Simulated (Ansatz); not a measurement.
C3H11AlO (`C[OH+][AlH-]([CH3])[CH3]`), relaxed with RKS PBE-D4/def2-SVP in Ansatz 0.2.0 from a rough embedded geometry. The force threshold is 0.03 eV/Å; the program also tests the step.

Charge 0, multiplicity 1.

Start:

```xyz
16

C    -2.232    0.109    0.191
O    -1.216    0.315   -0.746
Al    0.382    0.398    0.158
C     1.797    1.158   -0.995
C     0.901   -1.377    0.839
H    -2.159   -0.879    0.709
H    -2.393    0.942    0.885
H    -3.244    0.041   -0.404
H    -1.159   -0.518   -1.262
H     0.226    1.408    1.443
H     1.922    0.371   -1.869
H     2.754    1.171   -0.450
H     1.496    2.062   -1.451
H     0.314   -1.641    1.782
H     1.995   -1.412    1.071
H     0.616   -2.149    0.098
```

```json
{"step": "1", "energy (eV)": "-11917.0519", "largest force (eV/Å)": "4.333", "largest move (Å)": "0.000"}
{"step": "2", "energy (eV)": "-11917.9252", "largest force (eV/Å)": "1.476", "largest move (Å)": "0.195"}
{"step": "3", "energy (eV)": "-11918.1138", "largest force (eV/Å)": "0.624", "largest move (Å)": "0.147"}
{"step": "4", "energy (eV)": "-11918.1450", "largest force (eV/Å)": "0.252", "largest move (Å)": "0.094"}
{"step": "5 (rejected)", "energy (eV)": "-11918.1393", "largest force (eV/Å)": "0.909", "largest move (Å)": "0.088"}
{"step": "6", "energy (eV)": "-11918.1527", "largest force (eV/Å)": "0.060", "largest move (Å)": "0.043"}
{"step": "7", "energy (eV)": "-11918.1567", "largest force (eV/Å)": "0.075", "largest move (Å)": "0.084"}
{"step": "8", "energy (eV)": "-11918.1590", "largest force (eV/Å)": "0.130", "largest move (Å)": "0.094"}
{"step": "9", "energy (eV)": "-11918.1611", "largest force (eV/Å)": "0.084", "largest move (Å)": "0.049"}
{"step": "10", "energy (eV)": "-11918.1621", "largest force (eV/Å)": "0.139", "largest move (Å)": "0.106"}
{"step": "11", "energy (eV)": "-11918.1637", "largest force (eV/Å)": "0.087", "largest move (Å)": "0.029"}
{"step": "12", "energy (eV)": "-11918.1642", "largest force (eV/Å)": "0.034", "largest move (Å)": "0.017"}
{"step": "13", "energy (eV)": "-11918.1646", "largest force (eV/Å)": "0.021", "largest move (Å)": "0.042"}
{"step": "14", "energy (eV)": "-11918.1649", "largest force (eV/Å)": "0.048", "largest move (Å)": "0.055"}
{"step": "15", "energy (eV)": "-11918.1650", "largest force (eV/Å)": "0.031", "largest move (Å)": "0.013"}
{"step": "16", "energy (eV)": "-11918.1651", "largest force (eV/Å)": "0.006", "largest move (Å)": "0.024"}
```

End:

```xyz
16

C    -2.321   -0.025    0.155
O    -1.139    0.401   -0.546
Al    0.670    0.493    0.398
C     1.754    1.071   -1.164
C     0.881   -1.388    1.012
H    -2.314   -1.119    0.338
H    -2.311    0.506    1.125
H    -3.227    0.267   -0.412
H    -1.093   -0.010   -1.431
H     0.250    1.582    1.520
H     1.761    0.331   -1.995
H     2.819    1.198   -0.867
H     1.431    2.046   -1.586
H     0.083   -1.723    1.710
H     1.838   -1.508    1.567
H     0.919   -2.121    0.175
```

Run time 28 s (4 threads of an Arm Neoverse V1 on a shared host); peak host memory 0.17 GiB.
